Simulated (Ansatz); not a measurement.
C2H10BNSi, SMILES `BN([SiH3])CC`, relaxed with RKS PBE0-D4/def2-TZVP in Ansatz 0.2.0 from a PBE-D4/def2-SVP geometry. The force threshold is 0.005 eV/Å; the program also tests the step.

Total charge 0; spin multiplicity 1.

Start:

```xyz
15

B     0.459    1.764   -0.572
N    -0.109    0.485   -0.415
Si   -0.275   -0.652   -1.782
C    -0.610    0.019    0.894
C     0.444   -0.746    1.694
H     0.504    2.513    0.391
H     0.888    2.103   -1.660
H    -1.736   -0.895   -2.052
H     0.395   -0.071   -2.987
H     0.347   -1.978   -1.429
H    -0.952    0.904    1.469
H    -1.507   -0.622    0.739
H     0.027   -1.093    2.661
H     0.809   -1.636    1.142
H     1.317   -0.096    1.907
```

```json
{"step": "1", "energy (eV)": "-12275.2509", "largest force (eV/Å)": "0.519", "largest move (Å)": "0.000"}
{"step": "2", "energy (eV)": "-12275.3091", "largest force (eV/Å)": "0.301", "largest move (Å)": "0.030"}
{"step": "3", "energy (eV)": "-12275.3165", "largest force (eV/Å)": "0.058", "largest move (Å)": "0.013"}
{"step": "4", "energy (eV)": "-12275.3165", "largest force (eV/Å)": "0.045", "largest move (Å)": "0.005"}
{"step": "5", "energy (eV)": "-12275.3167", "largest force (eV/Å)": "0.010", "largest move (Å)": "0.004"}
{"step": "6", "energy (eV)": "-12275.3167", "largest force (eV/Å)": "0.004", "largest move (Å)": "0.003"}
{"step": "7", "energy (eV)": "-12275.3167", "largest force (eV/Å)": "0.015", "largest move (Å)": "0.013"}
{"step": "8", "energy (eV)": "-12275.3168", "largest force (eV/Å)": "0.017", "largest move (Å)": "0.012"}
{"step": "9", "energy (eV)": "-12275.3168", "largest force (eV/Å)": "0.012", "largest move (Å)": "0.018"}
{"step": "10", "energy (eV)": "-12275.3168", "largest force (eV/Å)": "0.004", "largest move (Å)": "0.011"}
```

End:

```xyz
15

B     0.466    1.741   -0.567
N    -0.103    0.475   -0.419
Si   -0.268   -0.641   -1.756
C    -0.610    0.023    0.881
C     0.431   -0.740    1.677
H     0.512    2.475    0.383
H     0.894    2.076   -1.633
H    -1.711   -0.926   -1.981
H     0.342   -0.044   -2.964
H     0.392   -1.936   -1.435
H    -0.941    0.899    1.442
H    -1.496   -0.605    0.725
H     0.015   -1.074    2.631
H     0.782   -1.620    1.134
H     1.293   -0.102    1.883
```

It took 41 s on 4 threads of a server CPU on a shared host, with 0.67 GiB of host memory at the peak.
